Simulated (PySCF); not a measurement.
Dipole response of Sc⁺ (scandium, charge +1)

[Ar] 4s2, closed-shell 1S (an excited configuration). Computed with PySCF 2.14 in aug-cc-pwCVTZ-DK, with scalar relativity by spin-free X2C-1e. Coupled (time-dependent) response in atomic units; α is the mean over directions.

```
method  mean α (bohr³)  C₆ (like pair)  S(−4)
   UHF           67.06           617.5   2183
   PBE           59.83           519.3   1767
  PBE0           61.80           545.0   1880
```

S(−4) is the Cauchy moment in α(ω) = α(0) + S(−4) ω² + …

α(iu) at PBE0:

| u (hartree) | α(iu) (bohr³) |
| --- | --- |
| 0 | 61.80 |
| 0.0500 | 57.45 |
| 0.100 | 47.52 |
| 0.200 | 28.58 |
| 0.300 | 17.74 |
| 0.500 | 8.803 |
| 0.750 | 5.047 |
| 1.00 | 3.454 |
| 1.50 | 2.024 |
| 2.00 | 1.353 |
| 3.00 | 0.7323 |
| 5.00 | 0.3187 |

A single London oscillator, α(iu) = α/(1 + u²/ω²), gives C₆ = (3/4) ω α². Matching the computed C₆ needs ω = 4 × 545.0 / (3 × 61.80²) = 0.190 hartree.

For an ion, C₆ is the dispersion term alone; charge-induced terms of lower order in 1/R come first.
